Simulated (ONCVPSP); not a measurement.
# Ta (Z = 73): variants of one ONCV potential

Base potential:

ONCVPSP 4.0.1 input, shortened (lines: element, Z, core and valence counts, functional; n l f; lmax; l rc ep ncon nbas qcut; lloc lpopt rc5 dvloc0; l nproj debl; icmod fcfact rcfact), LDA (Perdew-Wang 92), scalar-relativistic:

```
  Ta 73.00   10    4  -001012      upf
    1    0    2.00
    2    0    2.00
    2    1    6.00
    3    0    2.00
    3    1    6.00
    3    2   10.00
    4    0    2.00
    4    1    6.00
    4    2   10.00
    4    3   14.00
    5    0    2.00
    5    1    6.00
    5    2    3.00
    6    0    2.00
    2
    0    1.70    0.00    4    8    8.60
    1    1.85    0.00    3    6    6.60
    2    2.55    0.00    4    9    6.40
    4    5    1.40    0.00
    0    2    1.10
    1    1    3.50
    2    1    0.80
    3    4.25    1.50
```

Cutoffs, loose and tight: the cutoffs (Ha) at which the residual kinetic energy of the hardest occupied pseudo-wave falls to 1 and 0.1 mHa per electron. They do not see the model core or the augmentation charge, which bear on the density cutoff. Test errors are all-electron minus pseudo excitation energies from the reference, over the configurations 5s2 5p6 5d3 6s1; 5s2 5p6 5d3 6s0; 5s2 5p6 5d2 6s0; 5s1 5p6 5d3 6s2. A dash means not determined; rows that change the core or the reference have their own tests.

```csv
change,outcome,"cutoff, loose","cutoff, tight",bound ghosts,GHOST(+) flags above zero,largest test error (meV)
base,generated,23 Ha,27 Ha,none,s,-291
"core correction Teter function, fcfact 4.25, rcfact 1.04",generated,23 Ha,27 Ha,none,s,-264
"core correction Teter function, fcfact 4.25, rcfact 1.22",generated,23 Ha,27 Ha,none,s,-275
"core correction Teter function, fcfact 4.25, rcfact 1.46",generated,23 Ha,27 Ha,none,s,-288
"core correction Teter function, fcfact 4.25, rcfact 1.6",generated,23 Ha,27 Ha,none,s,-297
"core correction Teter function, fcfact 4.25, rcfact 1.84",generated,23 Ha,27 Ha,none,s,-305
"core correction Teter function, fcfact 4.25, rcfact 1.96",generated,23 Ha,27 Ha,none,s,-307
```

Reading the sweep of the rcfact (base included, trends over the rows without a ghost): The loose cutoff stays near 23 Ha. The median size of the test errors (rows with all tests solved) rises from 4.6 meV at 1.04 to 99.9 meV at 1.96.
